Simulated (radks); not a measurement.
Results of a calculation; reference values are marked as such.
Problem. Radial electron density D(r) = 4 pi r^2 rho(r) of an atom or ion with 61 electrons. Level of theory: Dirac Kohn-Sham, PBE, spin-unpolarised, spherical densities, finite nucleus; Fermi nuclear charge, rms radius of each element as measured or else 0.836 A^(1/3) + 0.57 fm (a radial shooting solver on a logarithmic mesh with Libxc functionals).

| r (bohr) | D(r) (e/bohr) |
|---|---|
| 0.003291 | 23.10 |
| 0.004496 | 34.71 |
| 0.006093 | 49.00 |
| 0.008324 | 64.99 |
| 0.01137 | 78.42 |
| 0.01554 | 84.19 |
| 0.02123 | 80.42 |
| 0.02877 | 74.36 |
| 0.0393 | 79.51 |
| 0.05369 | 98.73 |
| 0.07335 | 108.3 |
| 0.1002 | 91.59 |
| 0.1369 | 81.76 |
| 0.1855 | 94.76 |
| 0.2535 | 77.79 |
| 0.3463 | 41.29 |
| 0.473 | 42.65 |
| 0.6462 | 39.70 |
| 0.8829 | 19.91 |
| 1.197 | 11.49 |
| 1.635 | 6.985 |
| 2.233 | 2.453 |
| 3.051 | 0.8951 |
| 4.168 | 0.5899 |
| 5.694 | 0.2222 |
| 7.717 | 0.03519 |
| 10.54 | 0.001657 |

What is the nuclear charge?

Solution. Z = 62. The innermost maximum, from 1s, lies near gamma/Z bohr with gamma = sqrt(1 - (Z/c)^2) = 0.892, here 0.0144 bohr (found: 0.0159), and its height grows with Z. The density is that of the samarium ion Sm+ in [Xe] 4f5 6s1 6p1; the configuration itself is not fixed sharply by these data, and Z only to a few units. D(r) has 4 maxima, at r = 0.0159, 0.0699, 0.196, 0.538 bohr, and minima at 0.0307, 0.129, 0.390 bohr, inside which lie 2.02, 11.22, 29.22 electrons.
